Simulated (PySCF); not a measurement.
C3H5NSi2.
Numbering: `[CH:1]#[C:2][Si@H:3]([SiH3:4])[C:5]#[N:6]` (hydrogens: H7 on C1; H8 on Si3; H9, H10, H11 on Si4)

Computed by this run: PBE0-D3(BJ)/def2-SVP geometry optimisation, gas phase in PySCF 2.14.0; density fitting, grid level 1; the optimiser is geomeTRIC in internal coordinates, started from a GFN2-xTB structure with every atom displaced at random (about 0.01 Å).

Step 0: E = -20414.4490 eV
```
atom  x, y, z in Å  |  force x, y, z in eV/Å
C1      2.6376   -1.0953    0.1072   -3.260   2.370   0.279
C2      1.6426   -0.3677    0.1924    0.872  -1.073   0.004
Si3     0.0933    0.6613    0.3189    2.029   0.380  -0.470
Si4    -1.7936   -0.6015    0.3031   -1.129  -0.011   0.656
C5      0.2081    1.7254   -1.2182   -0.408  -1.143   1.625
N6      0.2215    2.3791   -2.1590    0.079   1.066  -1.543
H7      3.4826   -1.6794    0.0238    1.708  -1.194  -0.155
H8      0.3368    1.6185    1.4276   -0.309  -0.017   0.202
H9     -1.9216   -1.4246   -0.8776    0.152  -0.452  -0.855
H10    -3.0159    0.2506    0.3838    0.059   0.208  -0.027
H11    -1.8534   -1.4923    1.4823    0.208  -0.134   0.285
```

Step 1: E = -20414.6733 eV
```
atom  x, y, z in Å  |  force x, y, z in eV/Å
C1      2.5614   -1.1633    0.1435    0.080   0.151  -0.047
C2      1.6338   -0.3756    0.2028   -0.069   0.012   0.020
Si3     0.1633    0.7224    0.3011    0.330  -0.196  -0.146
Si4    -1.7526   -0.6043    0.2968   -0.268   0.031   0.142
C5      0.1320    1.7730   -1.2359    0.068   0.062   0.024
N6      0.0986    2.4333   -2.1893   -0.041  -0.040   0.017
H7      3.4248   -1.8080    0.0710   -0.171   0.018   0.039
H8      0.2752    1.6449    1.4605   -0.023   0.029   0.034
H9     -1.8097   -1.4269   -0.9374    0.065  -0.052  -0.129
H10    -2.9610    0.2666    0.3760   -0.026   0.047  -0.021
H11    -1.7279   -1.4880    1.4951    0.053  -0.061   0.065
```

**Question.** Estimate the geometry and energy of step 2. (The exact step hangs on the optimiser's Hessian estimate; all steps are aligned on step 1, rigid shifts and turns removed.)

**Answer.** E = -20414.6829 eV, largest force 0.144 eV/Å
```
atom  x, y, z in Å  |  force x, y, z in eV/Å
C1      2.5671   -1.1527    0.1413    0.095   0.050  -0.026
C2      1.6379   -0.3698    0.1974   -0.051  -0.003   0.009
Si3     0.1707    0.7137    0.2943    0.065  -0.039  -0.043
Si4    -1.7636   -0.6052    0.3023   -0.129   0.000   0.063
C5      0.1374    1.7728   -1.2355    0.040   0.036   0.018
N6      0.0945    2.4345   -2.1873   -0.032  -0.015  -0.008
H7      3.4165   -1.8112    0.0799   -0.038  -0.034   0.016
H8      0.2780    1.6378    1.4561   -0.018   0.005   0.008
H9     -1.8040   -1.4244   -0.9432    0.026   0.002  -0.010
H10    -2.9700    0.2738    0.3769    0.021  -0.003  -0.013
H11    -1.7265   -1.4951    1.5021    0.021   0.000  -0.015
```

The energy changes by -0.0096 eV. The first-order estimate −F·Δx gives -0.0150 eV and the mean of the old and new forces, exact on a quadratic surface, -0.0097 eV. The step makes an angle of 45° with the force vector and moves no atom by more than 0.013 Å.

The cost below is that of the whole optimisation. The run took 17 s on an Intel Xeon 6975P-C with one thread, shared host with 192 logical CPUs at a one-minute load of 39, and the process peaked at 0.51 GiB of memory.
